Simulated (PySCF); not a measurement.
## Vibration and rotation of TiBr⁻

ROHF constants of TiBr⁻, triplet, unpaired electrons π ↑, δ ↑, a mixture of terms (⟨Lz²⟩ = 4.4) (Ti def2-TZVPPD, Br def2-TZVPPD; no relativity (PySCF 2.14); masses 47.9479 and 78.9183 u):

```
ωe              : 192.9 cm⁻¹
ωexe            : 1.14 cm⁻¹
Be              : 0.076934 cm⁻¹
αe              : 0.000533 cm⁻¹
D (centrifugal) : 4.9e-08 cm⁻¹
```

Q: Give the vibrational terms G(v) and spacings up to v = 6.

A: G(v) = ωe(v+½) − ωexe(v+½)².

```
v  G(v) (cm⁻¹)  G(v) − G(v−1)  Bv (cm⁻¹)
0         96.2                   0.07667
1        286.8          190.6    0.07613
2        475.1          188.3    0.07560
3        661.2          186.1    0.07507
4        845.0          183.8    0.07454
5       1026.5          181.5    0.07400
6       1205.7          179.2    0.07347
```

Spin–orbit coupling is left out. Hartree–Fock leaves out correlation, which carries a large part of most bond energies and some tenths to 1 eV of ionisation energies. The state is the lowest single determinant that the PBE0 search found; with open d or f shells the true ground state can be another one.
